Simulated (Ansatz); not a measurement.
The cation of CH3Cl3O2W (`C[O][W](=[O])([Cl])([Cl])[Cl]`) at the neutral geometry.

```yaml
crystal:
  periodic: [false, false, false]
  atoms:
    - {symbol: C, position_ang: [0.485728, -1.661766, 0.239377]}
    - {symbol: O, position_ang: [-0.320498, -0.671664, -0.332384]}
    - {symbol: W, position_ang: [-0.502478, 1.165339, -0.311682]}
    - {symbol: O, position_ang: [-1.789978, 1.368661, -1.363239]}
    - {symbol: Cl, position_ang: [-0.053177, 3.346082, 0.263631]}
    - {symbol: Cl, position_ang: [-1.295914, 0.920286, 1.841000]}
    - {symbol: Cl, position_ang: [1.478059, 1.229917, -1.494219]}
    - {symbol: H, position_ang: [0.155806, -2.635745, -0.122978]}
    - {symbol: H, position_ang: [1.529202, -1.491934, -0.046593]}
    - {symbol: H, position_ang: [0.396249, -1.620375, 1.330087]}
basis:
  gaussian: {orbitals: def2-TZVPP}
total_charge: 1
magnetization: {spin_polarized: true, initial_magnetization: 1}
correlation: {method: ccsd_t}
scf: {omitted_lower_state_checks: [cluster_reference]}
```

```sh
$ ansatz run in.yaml --threads 2 --pin off --events-out ev --progress --plain --max-ram 32768MiB --backend cuda --devices 0, --max-vram 18GiB
```

Output, abridged:

```
Functional definition: HF
1966 factors; integrals over basis functions are off by at most 1.0e-3 eV
mean field evaluation 1: about -44454.7445 eV, gradient 5.7e1 eV
mean field evaluation 2: about -44454.7686 eV, gradient 5.7e1 eV
mean field evaluation 4: about -44467.0199 eV, gradient 7.3e0 eV
mean field evaluation 8: about -44467.6138 eV, gradient 8.7e-1 eV
mean field evaluation 16: about -44467.6722 eV, gradient 4.5e-3 eV
mean field evaluation 32: about -44467.6687 eV, gradient 1.0e-1 eV
mean field evaluation 96: about -44467.4921 eV, gradient 6.6e-2 eV
mean field evaluation 128: about -44467.3657 eV, gradient 9.7e-2 eV
mean field -44467.67218751 eV, -1634.1568116203 hartree, gradient 2.6e-6 eV, S^2 0.775922; 12 other end points of the search recorded, 0 dependent functions left out
18 core orbitals not correlated: weight in the atoms' cores, before any rotation towards them, 1.000 or more for the frozen orbitals, at most 0.000 for the correlated occupied ones
reference -44467.67218751 eV, -1634.1568116203 hartree; 27, 26 occupied and 272, 273 virtual orbitals, 1966 factors
second order -47.13876121 eV of doubles, -0.00000000 eV of singles
cycle   1  -43.78211002 eV  change     3.4e0 eV  update   3.5e-1
cycle   2  -46.05222374 eV  change    -2.3e0 eV  update   2.6e-1
cycle   3  -46.55940314 eV  change   -5.1e-1 eV  update   6.6e-2
cycle   4  -46.65193457 eV  change   -9.3e-2 eV  update   3.7e-2
cycle   5  -46.62177255 eV  change    3.0e-2 eV  update   2.0e-2
cycle   6  -46.62788602 eV  change   -6.1e-3 eV  update   1.5e-2
cycle   7  -46.63539531 eV  change   -7.5e-3 eV  update   8.6e-3
cycle   8  -46.63870662 eV  change   -3.3e-3 eV  update   8.4e-3
cycle   9  -46.64620679 eV  change   -7.5e-3 eV  update   6.4e-3
cycle  10  -46.65642328 eV  change   -1.0e-2 eV  update   6.3e-3
cycle  11  -46.65211253 eV  change    4.3e-3 eV  update   4.4e-3
cycle  12  -46.64825526 eV  change    3.9e-3 eV  update   3.4e-3
cycle  13  -46.65339166 eV  change   -5.1e-3 eV  update   1.7e-3
cycle  14  -46.65159793 eV  change    1.8e-3 eV  update   9.7e-4
cycle  15  -46.65297346 eV  change   -1.4e-3 eV  update   6.2e-4
cycle  16  -46.65447154 eV  change   -1.5e-3 eV  update   3.4e-4
cycle  17  -46.65368601 eV  change    7.9e-4 eV  update   2.4e-4
cycle  18  -46.65359842 eV  change    8.8e-5 eV  update   1.3e-4
cycle  19  -46.65362046 eV  change   -2.2e-5 eV  update   7.0e-5
cycle  20  -46.65360863 eV  change    1.2e-5 eV  update   4.1e-5
perturbative correction -2.77992803 eV, -0.1021604708 hartree
Total energy: -44517.10572417 eV, -1635.9734605851 hartree
Checks for a lower state left out: cluster_reference
```

It took 2.9 min on 2 threads of an AMD EPYC 7R13 on a shared host and a share of an NVIDIA H100 80 GB, with 2.3 GiB of host memory at the peak.
